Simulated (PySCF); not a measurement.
**CsNa: mean field, correlation and small terms against distance**

State: ¹Σ⁺, singlet, closed shell. RHF-based CCSD(T) in PySCF 2.14 with Cs cc-pwCVDZ-X2C, Na cc-pCVDZ-DK and Cs cc-pwCVTZ-X2C, Na cc-pCVTZ-DK (frozen core orbitals: 24; spin-free X2C with a Gaussian nucleus). Correlation energies are extrapolated as n⁻³ (n = 2, 3), Hartree–Fock as (n+1)·exp(−9√n). All energies in eV from Cs + Na.

| R (Å) | HF/CBS | CCSD corr. | (T) | total |
| --- | --- | --- | --- | --- |
| 3.4494 | 0.242 | -0.699 | -0.0716 | -0.529 |
| 3.6062 | 0.160 | -0.670 | -0.0668 | -0.577 |
| 3.7630 | 0.107 | -0.643 | -0.0628 | -0.599 |
| 3.9198 | 0.076 | -0.618 | -0.0598 | -0.601 |
| 4.0766 | 0.065 | -0.595 | -0.0577 | -0.588 |
| 4.2726 | 0.072 | -0.571 | -0.0566 | -0.555 |
| 4.4685 | 0.098 | -0.551 | -0.0570 | -0.510 |

A fit to the total gives Re = 3.8602 Å, De = 0.602 eV, ωe = 98.2 cm⁻¹, Be = 0.05772 cm⁻¹ (masses 132.9054 and 22.9898 u).

At R = 3.9198 Å the CCSD correlation energy is -0.314349 hartree in the smaller basis and -0.472149 in the larger. Extrapolate it.

(3³·E3 − 2³·E2)/(3³ − 2³) = -0.53859 hartree; the larger basis holds 87.7 % of it.

The T1 diagnostic is 0.016. The open-shell atoms are computed with UHF. Spin–orbit coupling, excitations beyond (T) and corrections to the Born–Oppenheimer picture are left out.
